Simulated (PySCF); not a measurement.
**Calculated properties of 1-nonanol, `CCCCCCCCCO`**

1-nonanol, C₉H₂₀O.
Bonds: C1–C2, C2–C3, C3–C4, C4–C5, C5–C6, C6–C7, C7–C8, C8–C9, C9–O10. Hydrogens: H11, H12, H13 on C1; H14, H15 on C2; H16, H17 on C3; H18, H19 on C4; H20, H21 on C5; H22, H23 on C6; H24, H25 on C7; H26, H27 on C8; H28, H29 on C9; H30 on O10.

Among its groups: alcohol.

**PBE0-D3(BJ)/def2-SVP geometry optimisation, gas phase (PySCF)**

```
Point group                  : C1
Rotational constants A, B, C : 5.856, 0.270, 0.265 GHz
```

PBE/pcSseg-1 ground state and GIAO shieldings, non-relativistic (PySCF):

```
Dipole moment                                               : 1.70 D
HOMO energy                                                 : -5.97 eV
LUMO energy                                                 : 0.51 eV
HOMO–LUMO gap                                               : 6.48 eV
13C chemical shifts (computed TMS as zero) by class         : 70.1 (C9), 42.3 (C8), 37.3 (C6), 37.2 (C5), 36.3 (C3), 33.8 (C4), 30.7 (C7), 27.2 (C2), 14.9 (C1) ppm
1H chemical shifts (computed TMS as zero) by class          : 3.70 (H28/H29), 1.44 (H14/H15), 1.37 (H26/H27), 1.32 (H16/H17), 1.26 (H22/H23), 1.20 (H18/H19), 1.18 (H20/H21), 1.08 (H24/H25), 0.95 (H11/H12/H13), -0.60 (H30) ppm
Isotropic shieldings of nuclei other than C and H, by class : 280 (O10) ppm
```

Monoisotopic mass (most abundant isotopes): 144.1514 u.

With B = h/(8π²I), that is 505.379 GHz u Å² over I, the principal moments of inertia are 86.3, 1869.2 and 1910.2 u Å² (most abundant isotopes); the inertial defect Ic − Ia − Ib is -45.3 u Å² (zero for a rigid planar frame, negative otherwise). The rotational constants make it an asymmetric top with κ = (2B − A − C)/(A − C) = -1.00, nearer the prolate limit (−1). A dipole of 1.70 D is allowed in C1, and pure rotational transitions are dipole-allowed. In atomic units the dipole is 0.67 e·bohr (1 au = 2.5417 D).

 NMR classes are plain means over equivalent atoms (diastereotopic ones count apart unless rotation or inversion swaps them), as if these changed places fast; in this geometry the members of some classes differ.

One conformer stands for the species.
